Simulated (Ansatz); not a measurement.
A nudged elastic band was laid between two geometries of C$_{2}$H$_{12}$AlNSi$_{2}$ (18 atoms, charge 0, multiplicity 1).

The calculation used RKS PBE-D4/STO-3G (Ansatz).

| Quantity | Value |
| --- | --- |
| movable images | 9 |
| climbing image | yes |
| spring | 5.0 eV/Å² |
| optimiser | quadratic models (default) |
| start path | through a guess of the saddle point |
| force threshold | 0.05 eV/Å |
| iteration limit | 41 |
| end points | relaxed |

Initial state:

```xyz
18
Properties=species:S:1:pos:R:3
N -2.680 -1.688 0.303
C -1.229 -1.181 0.327
Si -0.911 0.571 -0.355
C 0.888 1.106 -0.204
Al 1.443 1.224 1.628
Si 2.018 -0.044 -1.176
H -2.980 -1.536 -0.718
H -3.230 -0.894 0.775
H -0.628 -1.924 -0.238
H -0.888 -1.246 1.381
H -1.774 1.486 0.388
H -1.367 0.599 -1.742
H 0.965 2.104 -0.669
H 1.350 -0.006 2.503
H 1.966 2.535 2.171
H 1.982 -1.391 -0.626
H 3.398 0.419 -1.114
H 1.640 -0.123 -2.581
```

Final state:

```xyz
18
Properties=species:S:1:pos:R:3
N -2.814 -1.244 0.336
C -1.303 -0.978 0.395
Si -0.908 0.705 -0.390
C 0.919 1.127 -0.223
Al 1.453 1.204 1.617
Si 1.991 -0.080 -1.188
H -2.995 -1.417 -0.708
H -2.906 -2.247 0.710
H -0.693 -1.783 -0.078
H -1.021 -0.967 1.469
H -1.716 1.723 0.271
H -1.321 0.654 -1.789
H 1.060 2.122 -0.680
H 1.346 -0.044 2.465
H 1.978 2.498 2.199
H 1.854 -1.430 -0.662
H 3.399 0.284 -1.091
H 1.641 -0.116 -2.602
```

Question: What changes between the two ends?

Answer: No bond is made or broken. The height of N1 over the plane of its neighbours goes from -0.52 to 0.52 Å.

Question: Give the energies along the band, and the barrier.

Answer: The forces met the threshold. The highest image is number 5 of 0 to 10, 48.5 kJ/mol above the first end and 49.3 kJ/mol above the last; the last end lies 0.8 kJ/mol below the first. The profile has 2 maxima (images 2, 5) with wells between them (image 4): this band takes more than one step, which may be the mechanism or a detour left from its start path. A vibrational analysis at the climbing image gives one clearly imaginary mode, 730i cm⁻¹: a first-order saddle point. Limits of this set-up: minimal basis.

```json
{"image": "0", "path coordinate (Å)": "0.00", "energy (kJ/mol)": "0.0", "height of N1 over the plane of its neighbours (Å)": "-0.52"}
{"image": "1", "path coordinate (Å)": "0.63", "energy (kJ/mol)": "5.2", "height of N1 over the plane of its neighbours (Å)": "-0.52"}
{"image": "2", "path coordinate (Å)": "1.27", "energy (kJ/mol)": "13.2", "height of N1 over the plane of its neighbours (Å)": "-0.52"}
{"image": "3", "path coordinate (Å)": "1.90", "energy (kJ/mol)": "8.3", "height of N1 over the plane of its neighbours (Å)": "-0.52"}
{"image": "4", "path coordinate (Å)": "2.54", "energy (kJ/mol)": "2.4", "height of N1 over the plane of its neighbours (Å)": "-0.51"}
{"image": "5", "path coordinate (Å)": "3.17", "energy (kJ/mol)": "48.5", "height of N1 over the plane of its neighbours (Å)": "0.00"}
{"image": "6", "path coordinate (Å)": "3.44", "energy (kJ/mol)": "29.0", "height of N1 over the plane of its neighbours (Å)": "0.28"}
{"image": "7", "path coordinate (Å)": "3.71", "energy (kJ/mol)": "4.4", "height of N1 over the plane of its neighbours (Å)": "0.49"}
{"image": "8", "path coordinate (Å)": "3.98", "energy (kJ/mol)": "0.4", "height of N1 over the plane of its neighbours (Å)": "0.52"}
{"image": "9", "path coordinate (Å)": "4.25", "energy (kJ/mol)": "-0.7", "height of N1 over the plane of its neighbours (Å)": "0.52"}
{"image": "10", "path coordinate (Å)": "4.52", "energy (kJ/mol)": "-0.8", "height of N1 over the plane of its neighbours (Å)": "0.52"}
```

Question: What is the geometry of the highest image?

Answer: 
```xyz
18
Properties=species:S:1:pos:R:3
N -2.665 -1.424 0.199
C -1.264 -1.053 0.383
Si -0.895 0.624 -0.430
C 0.915 1.101 -0.243
Al 1.429 1.242 1.598
Si 2.034 -0.097 -1.166
H -3.333 -0.816 -0.301
H -3.032 -2.313 0.579
H -0.569 -1.817 -0.052
H -0.982 -0.991 1.466
H -1.746 1.626 0.203
H -1.292 0.552 -1.833
H 1.033 2.088 -0.724
H 1.364 0.016 2.482
H 1.902 2.571 2.145
H 1.952 -1.433 -0.593
H 3.425 0.330 -1.083
H 1.686 -0.195 -2.578
```

The run took 14 min on 1 CPU thread of a shared host.
